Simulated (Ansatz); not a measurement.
Relaxation of C3H10BFSi (16 atoms, charge 0, multiplicity 1), to a largest force component of 0.02 eV/Å in at most 40 steps.

The calculation used Ansatz 0.2.0, RKS revPBE/STO-3G.

```xyz
16
Properties=species:S:1:pos:R:3:forces:R:3
C 0.365 -1.443 0.668 -2.30 1.53 1.14
C 0.108 0.016 0.098 1.25 -0.24 1.64
C 1.091 0.296 -1.037 3.11 0.49 1.05
Si -1.564 0.183 -0.585 -4.45 0.41 -0.18
B 0.289 1.095 1.251 -0.19 4.56 -0.16
F 0.158 2.530 0.981 0.44 -4.72 0.79
H 1.369 -1.510 1.074 0.82 -0.26 0.34
H 0.221 -2.139 -0.152 -0.07 -1.03 -0.36
H -0.410 -1.599 1.508 1.21 -0.34 -1.15
H 2.167 0.222 -0.616 -1.33 0.17 -0.79
H 0.969 1.312 -1.429 -0.03 0.39 -0.44
H 1.025 -0.437 -1.828 -0.19 -0.65 -1.02
H -1.893 1.552 -1.136 0.52 -1.00 0.43
H -1.860 -0.801 -1.638 0.30 0.18 0.10
H -2.612 -0.095 0.497 1.07 0.33 -0.99
H 0.554 0.795 2.388 -0.17 0.17 -0.38
```

Where does it end, and by what steps?

The run converged. Limits of this set-up: minimal basis. After 11 steps the energy has fallen by 0.944 eV; H16 moved furthest, 0.79 Å.

```json
{"step": "0", "energy less start (eV)": "0.0000", "largest force component (eV/Å)": "4.722", "accepted": "yes"}
{"step": "1", "energy less start (eV)": "-0.7822", "largest force component (eV/Å)": "2.223", "accepted": "yes"}
{"step": "2", "energy less start (eV)": "-0.8802", "largest force component (eV/Å)": "0.393", "accepted": "yes"}
{"step": "3", "energy less start (eV)": "-0.8858", "largest force component (eV/Å)": "0.539", "accepted": "yes"}
{"step": "4", "energy less start (eV)": "-0.8996", "largest force component (eV/Å)": "0.483", "accepted": "yes"}
{"step": "5", "energy less start (eV)": "-0.9172", "largest force component (eV/Å)": "0.406", "accepted": "yes"}
{"step": "6", "energy less start (eV)": "-0.9238", "largest force component (eV/Å)": "0.599", "accepted": "yes"}
{"step": "7", "energy less start (eV)": "-0.9400", "largest force component (eV/Å)": "0.100", "accepted": "yes"}
{"step": "8", "energy less start (eV)": "-0.9294", "largest force component (eV/Å)": "0.276", "accepted": "no"}
{"step": "9", "energy less start (eV)": "-0.9434", "largest force component (eV/Å)": "0.077", "accepted": "yes"}
{"step": "10", "energy less start (eV)": "-0.9435", "largest force component (eV/Å)": "0.059", "accepted": "yes"}
{"step": "11", "energy less start (eV)": "-0.9437", "largest force component (eV/Å)": "0.009", "accepted": "yes"}
```

```xyz
16
Properties=species:S:1:pos:R:3
C 0.392 -1.398 0.677
C 0.146 0.054 0.112
C 1.132 0.334 -1.085
Si -1.666 0.151 -0.530
B 0.251 1.143 1.273
F 0.821 2.325 1.064
H 1.437 -1.510 1.034
H 0.223 -2.170 -0.103
H -0.282 -1.618 1.530
H 2.187 0.246 -0.754
H 0.992 1.357 -1.490
H 0.982 -0.386 -1.916
H -1.949 1.481 -1.057
H -1.856 -0.823 -1.600
H -2.613 -0.137 0.540
H -0.220 0.928 2.349
```

Run time: 41 s on 1 thread of Arm Neoverse V1 (shared host), peak memory 0.14 GiB.
